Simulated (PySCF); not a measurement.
Species: C₃H₃F₂Si (doublet state).
SMILES with atom numbers: `[F:1][CH:2]([F:3])[C:4]#[C:5][SiH2:6]` (hydrogens: H7 on C2; H8, H9 on Si6)

Geometry (GFN2-xTB, Å), atoms numbered from 1 in this order:
```
atom  x, y, z in Å
F1    -2.5149    0.6849   -0.8140
C2    -1.8921    0.2403    0.3159
F3    -2.1244    1.1972    1.2610
C4    -0.4786    0.0196    0.1073
C5     0.7063   -0.1464   -0.1105
Si6    2.4957   -0.3413   -0.2581
H7    -2.4107   -0.6793    0.6404
H8     3.2219    0.7248   -0.9115
H9     3.0104   -1.6939   -0.2558
```

The hyperfine couplings belong to this conformer and change with its torsions.

Computed with UKS B3LYP, pcH-1 on C F H Si, non-relativistic, mean-field spin-orbit, GIAO (PySCF 2.14.0). Geometry: GFN2-xTB; no solvent, vibrations or thermal averaging. The geometry wasn't refined by DFT: couplings that depend on bond lengths, twists or pyramidal angles can differ widely from those at the functional's own minimum, by a factor of two or more for some ions and for spin on atoms past the first row. The SCF solution wasn't tested for stability.

Principal values of hyperfine tensors in MHz (contact, dipolar and spin–orbit terms together), for some of the nuclei:

```csv
atom,isotope,A1,A2,A3
Si6,29Si,-427.65,-158.71,-158.22
F3,19F,23.90,25.60,86.29
F1,19F,22.98,24.75,83.19
C5,13C,-39.18,-26.43,-16.11
H9,1H,-36.60,-22.45,-17.23
C4,13C,-0.88,4.63,57.93
C2,13C,-10.30,-9.11,-8.53
H7,1H,-0.96,-0.28,4.23
```

Question: Split each tensor into its isotropic and traceless parts, and turn a_iso into mT with g = 2.0033.

Answer: a_iso is a third of the trace, T = A − a_iso, and a(mT) = a(MHz)/(g × 13.996). The tensors hold a spin–orbit part: the run splits a_iso into a_FC + a_SO, and T includes its anisotropic share.

```
atom  a_iso (MHz)     a_FC   a_SO  a_iso (mT)       T1      T2     T3
 Si6      -248.19  -249.37   1.18      -8.852  -179.46   89.48  89.97
  F3        45.26    45.19   0.07       1.614   -21.37  -19.66  41.02
  F1        43.64    43.58   0.07       1.557   -20.66  -18.89  39.55
  C5       -27.24   -27.25   0.01      -0.971   -11.94    0.81  11.13
  H9       -25.43   -25.44   0.02      -0.907   -11.18    2.98   8.19
  C4        20.56    20.66  -0.10       0.733   -21.44  -15.93  37.37
  C2        -9.31    -9.32   0.00      -0.332    -0.99    0.20   0.79
  H7         1.00     1.00   0.00       0.036    -1.96   -1.28   3.23
```

Question: What spin density at the nucleus of F3 lies behind its contact coupling (g_N = 5.25774)?

Answer: a_FC = 800.24 MHz bohr³ × g_N × ρ(0)/(2S). With a_FC = 45.19 MHz and 2S = 1, ρ(0) = 0.01074 bohr⁻³.

Question: H8 (1H, g_N = 5.58569) isn't in the table. Its spin density at the nucleus is -0.005767 bohr⁻³. What is its contact coupling?

Answer: By the same relation, a_FC = -25.8 MHz. Its full tensor has the principal values -36.94, -22.75, -17.60 MHz.

Question: Name the largest traceless tensor T of the table and describe it.

Answer: Si6: -179.5, 89.5, 90.0 MHz (the dipolar term alone has -178.4, 88.8, 89.6), axial, in the ratio +1:+1:−2, the form that spin in one p orbital centred on that nucleus gives (the nuclear moment is negative).

Question: What first-order splitting does Si6 cause when the field lies along A1, A2 or A3 of its tensor (g taken as isotropic, no quadrupole term)?

Answer: 2 lines (I = 1/2), spaced by |A_i|/(g × 13.996): 15.25, 5.66, 5.64 mT along the axes of A1, A2 and A3.

Time: 29 s wall (with the writing of density and orbital grids); peak memory 0.70 GiB. Hardware: an Arm Neoverse V2 with one thread, shared host.
